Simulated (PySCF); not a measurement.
A species of formula C4H12OSi3 has this rotational fingerprint, computed with PBE0/pcSseg-1 in PySCF (dipole) on a GFN2-xTB geometry, gas phase:

```
Rotational constants : A = 1464, B = 1101, C = 771.6 MHz
Dipole components    : |μa| = 0.28 D, |μb| = 0.40 D, |μc| = 0.43 D
Inertial defect      : -149.20 u·Å²
κ                    : -0.05
```

Question: Which structure is it? (One computed conformer of each.)
A. `[CH3:1][O:2][C:3]1=[CH:4][SiH2:5][C:6]1([SiH3:7])[SiH3:8]` with C1–O2–C3–C4 0°
B. `[CH2:1]=[C:2]1[CH2:3][SiH2:4][O:5][Si@H:6]([CH3:7])[SiH2:8]1` with C1–C2–C3–Si4 -101°, C2–C3–Si4–O5 -50°, C3–Si4–O5–Si6 20°, Si4–O5–Si6–C7 113°
C. `[O:1]=[CH:2][Si@@H:3]1[CH2:4][C@@H:5]([CH2:6][SiH3:7])[SiH2:8]1` with O1–C2–Si3–C4 -152°, C4–C5–C6–Si7 -61°, C2–Si3–C4–C5 -96°, Si3–C4–C5–C6 -143°, C4–C5–Si8–Si3 14°, C2–Si3–Si8–C5 97°
D. `[CH2:1]=[C:2]([CH:3]=[O:4])[Si@H:5]([SiH3:6])[SiH2:7][CH3:8]` with C1–C2–C3–O4 179°, C1–C2–Si5–Si6 -120°, C2–Si5–Si7–C8 103°
E. `[CH2:1]=[CH:2][SiH2:3][C:4]([SiH3:5])([SiH3:6])[CH:7]=[O:8]` with C1–C2–Si3–C4 125°, C2–Si3–C4–Si5 62°, Si3–C4–C7–O8 1°

Answer: B. It is C=C1C[SiH2]O[Si@H](C)[SiH2]1, an asymmetric top, point group C1. The candidates at the same level (rigid rotor, commonest isotopes):

```json
{"SMILES": "C=C[SiH2]C([SiH3])([SiH3])C=O", "A (MHz)": "1327", "B (MHz)": "868.4", "C (MHz)": "813.7", "μa (D)": "0.11", "μb (D)": "2.62", "μc (D)": "0.05", "Δ (u·Å²)": "-341.60", "point group": "C1", "rotor": "asymmetric top"}
{"SMILES": "C=C(C=O)[Si@H]([SiH3])[SiH2]C", "A (MHz)": "1212", "B (MHz)": "931.1", "C (MHz)": "765.1", "μa (D)": "1.86", "μb (D)": "1.41", "μc (D)": "1.04", "Δ (u·Å²)": "-299.12", "point group": "C1", "rotor": "asymmetric top"}
{"SMILES": "O=C[Si@@H]1C[C@@H](C[SiH3])[SiH2]1", "A (MHz)": "2295", "B (MHz)": "538.3", "C (MHz)": "472.3", "μa (D)": "2.52", "μb (D)": "0.86", "μc (D)": "0.00", "Δ (u·Å²)": "-89.08", "point group": "C1", "rotor": "near-prolate asymmetric top"}
{"SMILES": "C=C1C[SiH2]O[Si@H](C)[SiH2]1", "A (MHz)": "1464", "B (MHz)": "1101", "C (MHz)": "771.6", "μa (D)": "0.28", "μb (D)": "0.40", "μc (D)": "0.43", "Δ (u·Å²)": "-149.20", "point group": "C1", "rotor": "asymmetric top"}
{"SMILES": "COC1=C[SiH2]C1([SiH3])[SiH3]", "A (MHz)": "1275", "B (MHz)": "996.6", "C (MHz)": "894.0", "μa (D)": "1.80", "μb (D)": "0.74", "μc (D)": "0.00", "Δ (u·Å²)": "-338.37", "point group": "Cs", "rotor": "asymmetric top"}
```

`C=C(C=O)[Si@H]([SiH3])[SiH2]C` has A 17 % too low; `O=C[Si@@H]1C[C@@H](C[SiH3])[SiH2]1` has A 57 % too high; `C=C[SiH2]C([SiH3])([SiH3])C=O` has B 21 % too low; `COC1=C[SiH2]C1([SiH3])[SiH3]` has C 16 % too high. No structure here is proved a minimum.
